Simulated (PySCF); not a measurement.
Unknowns

No relativistic terms, in vacuum, single conformer, one averaged value for each set of equivalent atoms. σ from GIAO-PBE0/pcSseg-1; coordinates at the PBE0-D3(BJ)/def2-SVP level; spin–spin couplings from B3LYP/pcJ-1 (spin–dipole term left out of most H,H and C,H couplings); PySCF.

δ = σ(ref) − σ, references computed at the same level: TMS for ¹H (σref 31.27), ¹³C (σref 184.41). Multiplet labels drop J under 1 Hz and among equivalent protons, and merge close values. Unscaled 3J(H,H) run several per cent high. One-bond C–F couplings are unscaled and too large by tens of Hz. Shifts are as computed. Against solution values, carbons near 30 ppm lie about +2 ppm off and those near 130 ppm about +5 ppm. Of 1211 compounds with measured shifts, 218 miss one by over three times the rms of a fit or turn the order of signals round; such compounds aren't used in these exercises.

(1) C5H5N. ¹H NMR (400 MHz, computed): δ 6.94 (ddt, J = 17.4, 12.3, 1.2 Hz, 1H), 6.52 (ddd, J = 18.3, 12.3, 11.5 Hz, 1H), 5.89 (dt, J = 18.3, 1.1 Hz, 1H), 5.84 (dt, J = 11.5, 1.2 Hz, 1H), 5.25 (dt, J = 17.4, 1.2 Hz, 1H). ¹³C{¹H} NMR (computed): δ 158.6 (CH), 143.3 (CH), 135.5 (CH2), 122.8 (C), 107.8 (CH). Give a structure.

(2) C7H11F. ¹H NMR (600 MHz, computed): δ 4.21 (m, 1H), 2.83 (m, 1H), 2.02 (m, 1H), 1.94 (m, 1H), 1.94 (m, 1H), 1.88 (m, 1H), 1.83 (m, 1H), 1.71 (m, 1H), 1.67 (m, 1H), 1.56 (m, 1H), 1.14 (m, 1H). ¹³C{¹H} NMR (computed): δ 91.1 (CH, d, J = 283.8 Hz), 45.0 (C, d, J = 20.3 Hz), 31.1 (CH2), 27.4 (CH2, d, J = 17.5 Hz), 27.1 (CH2, d, J = 19.6 Hz), 26.5 (CH2, d, J = 10.2 Hz), 15.2 (CH2). Give a structure.

## Answers

(1) E-2,4-pentadienenitrile (N#C/C=C/C=C). Rings plus π bonds: 4 (no ring in the answer). 5 carbon signals for 5 carbons: no two carbons are equivalent. Carbon types of the structure: 1 × C, 3 × CH, 1 × CH2, which accounts for all hydrogens. δC 158.6, 143.3, 107.8: alkene CH; the olefinic region. δC 135.5: terminal =CH2 carbon; as expected for a trigonal carbon in a double bond. δC 122.8: nitrile carbon; this is the usual window of a C≡N carbon, which has no attached hydrogen. δH 5.89, 5.84: hydrogen on a terminal =CH2 carbon; attached to an sp2 carbon and in the plane of the double bond. The protons at 5.89 and 6.52 share a coupling of 18.3 Hz (vicinal, trans across C=C). The protons at 6.94 and 5.25 share a coupling of 17.4 Hz (vicinal, trans across C=C). The protons at 6.52 and 6.94 share a coupling of 12.3 Hz (vicinal). The protons at 5.84 and 6.52 share a coupling of 11.5 Hz (vicinal, cis across C=C).

The data come from this structure; uniqueness wasn't tested.

(2) SMILES F[C@H]1CCC12CCC2. The formula gives 2 degrees of unsaturation (2 rings in the answer). 7 carbon signals for 7 carbons: no two carbons are equivalent. Carbon types of the structure: 1 × C, 1 × CH, 5 × CH2, which accounts for all hydrogens. δC 91.1: sp3 CH bonded to F; the inductive effect lowers its shielding. δC 45.0: quaternary sp3 carbon in a ring; aliphatic region, no heteroatom directly attached. δC 31.1, 27.4, 27.1, 26.5, 15.2: sp3 CH2 in a ring; saturated and bonded to C and H only. δH 4.21: hydrogen on an sp3 CH bonded to F; its carbon carries F, an electronegative neighbour.

The data come from this structure; uniqueness wasn't tested.
